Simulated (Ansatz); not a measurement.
Z-matrix (Å, degrees):
```
C
C 1 1.4076
C 2 1.3938 1 116.61
H 3 1.0947 2 117.75 1 -180.00
C 1 1.4178 2 122.47 3 0.01
C 5 1.4085 1 118.82 2 -0.01
H 6 1.0933 5 119.11 1 179.99
C 6 1.3964 7 120.69 5 180.00
C 5 1.4419 6 129.43 7 -0.02
C 9 1.3623 5 112.78 6 -180.00
H 10 1.0893 9 127.61 5 180.00
H 9 1.0908 10 123.62 11 0.00
C 2 1.5036 3 122.56 4 -0.03
H 13 1.0990 2 111.50 3 0.33
H 13 1.1034 14 108.17 2 -122.35
H 13 1.1034 14 108.16 15 -115.32
S 10 1.7475 11 119.22 9 180.00
Si 8 1.8791 6 120.68 7 0.10
H 18 1.4918 8 109.17 6 -0.95
H 18 1.4940 19 109.05 7 122.23
H 18 1.4940 19 108.99 20 116.98
```
Charge 0, multiplicity 1.

All values below come from frozen-core CCSD(T)/cc-pVDZ // B3LYP-D3(BJ)/def2-SVP (Ansatz, an electronic-structure program). The restricted HF reference is unstable towards unrestricted orbitals.

```json
{
  "HF energy": "-1033.12266 Ha",
  "MP2 correlation energy": "-1.42383 Ha"
}
```

Question: Estimate the CCSD correlation energy, the (T) correction, the total energy and the T1 diagnostic.

Answer: 
| Quantity | Result |
|---|---|
| CCSD correlation energy | -1.49522 Ha |
| (T) correction | -0.06784 Ha |
| CCSD(T) total energy | -1034.68572 Ha |
| T1 diagnostic | 0.012 |
